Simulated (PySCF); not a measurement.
PySCF job for BF₂, SMILES F[B]F, multiplicity 2, PBE-D3(BJ)/def2-TZVP. Geometry: PBE-D3(BJ)/def2-TZVP. The isomer is the one that the SMILES or the coordinates give; other isomers of the formula were not compared.

```python
import numpy as np
from pyscf import gto, scf, dft, df
from pyscf.hessian import thermo

mol = gto.M(
    atom='''
    F     0.00000000   -1.15058480   -0.14041091
    B     0.00000000    0.00000000    0.50547929
    F     0.00000000    1.15058479   -0.14041091
    ''',
    basis='def2-TZVP',
    charge=0,
    spin=1,
    max_memory=1600,
    verbose=3,
)
mf = dft.UKS(mol, xc='pbe').density_fit(auxbasis='def2-universal-jkfit')
mf.disp = 'd3bj'
mf.grids.level = 3
mf.conv_tol = 1e-11
mf.max_cycle = 100
mf.kernel()
fine, coarse = mf.grids, dft.Grids(mol).set(level=1).build(with_non0tab=True)
for _ in range(3):  # follow internal instabilities
    mf.grids = coarse
    mo, _, stable, _ = mf.stability(return_status=True, nroots=4)
    mf.grids = fine
    if stable:
        break
    mf.kernel(mf.make_rdm1(mo, mf.mo_occ))

# [left out here: the lines that compute and print the analytic Hessian (its translational invariance restored by hand, since the grid's response is missing), thermochemistry and intensities]
```

Log of the run:

```

WARN: HOMO -0.177362328873784 >= LUMO -0.17736232887378

converged SCF energy = -224.443862709423  <S^2> = 0.75196213  2S+1 = 2.0019612
<class 'pyscf.df.df_jk.DFUKS'> wavefunction is stable in the internal stability analysis

WARN: DFTD3 does not support analytical Hessian, using finite difference


WARN: Mole.unit (angstrom) is changed to Bohr

Mode                                 0                   1                   2
Irrep
Freq [cm^-1]                      502.0964           1123.6877           1385.3854
Reduced mass [au]                  16.0577             13.5068             12.2472
Force const [Dyne/A]                2.3851             10.0483             13.8494
Char temp [K]                     722.4049           1616.7365           1993.2611
Normal mode                   x     y     z       x     y     z       x     y     z
       0   F                 0.00  0.13 -0.04    0.00 -0.09 -0.06   -0.00  0.07  0.04
       1   B                -0.00  0.00  0.15   -0.00 -0.00  0.22    0.00 -0.26 -0.00
       2   F                -0.00 -0.13 -0.04    0.00  0.09 -0.06   -0.00  0.07 -0.04
temperature 298.1500 [K]
pressure 101325.00 [Pa]
Rotational constants [GHz] 143.94859 10.04692 9.39144
Symmetry number 2
Zero-point energy (ZPE) 0.00686 [Eh]   18010.793 [J/mol]
                           tot       elec      trans        rot        vib
Entropy [J/mol/K]       246.882      5.763    157.234     80.837      3.048
Cv [J/mol/K]             31.708      0.000     12.472     12.472      6.765
Cp [J/mol/K]             40.023      0.000     20.786     12.472      6.765
Internal energy [J/mol]                      3718.434   3718.434  18675.468
Internal energy [Eh]   -224.43392  -224.44386
Enthalpy [J/mol]                             6197.391   3718.434  18675.468
Enthalpy [Eh]          -224.43297
Gibbs free energy [J/mol]                  -40681.965 -20383.019  17766.583
Gibbs free energy [Eh] -224.46101
mode   freq/cm-1   IR/(km/mol)
   1      502.10        19.178
   2     1123.69        89.874
   3     1385.39       334.882
max |gradient| / (hartree/bohr): 0.00027197378485250255
APT charges: [-0.4438  0.8875 -0.4438]
```

The run converged.
